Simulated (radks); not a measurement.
Task: These are the eigenvalues of the occupied orbitals of an atom or ion with whole-number occupations (hartree). Calculated with a radial shooting solver on a logarithmic mesh with Libxc functionals: scalar-relativistic Kohn-Sham, BLYP, spin-polarised, spherical densities, finite nucleus; Fermi nuclear charge, rms radius of each element as measured or else 0.836 A^(1/3) + 0.57 fm.

| orbital | eigenvalue |
|---|---|
| 1s up | -77.03522 |
| 1s down | -77.02595 |
| 2s up | -6.77355 |
| 2s down | -6.76454 |
| 2p up | -4.96461 |
| 2p down | -4.95218 |
| 3s up | -0.87701 |
| 3s down | -0.80553 |
| 3p up | -0.54140 |

Which element is it, and in what charge state? The configuration may be excited. Open shells, if any, are filled with parallel spins first.

Result: Z = 15, phosphorus, charge +1: P+ in [Ne] 3s2 3p2. The list shows which subshells hold electrons but not how many an open one holds; the 1s level, -77.035 hartree, gives Z - s = 12.4 by -(Z - s)^2/2, which with screening and relativity narrows Z to a few neighbours, and the depths of the outer levels then fix element, charge and occupations together.
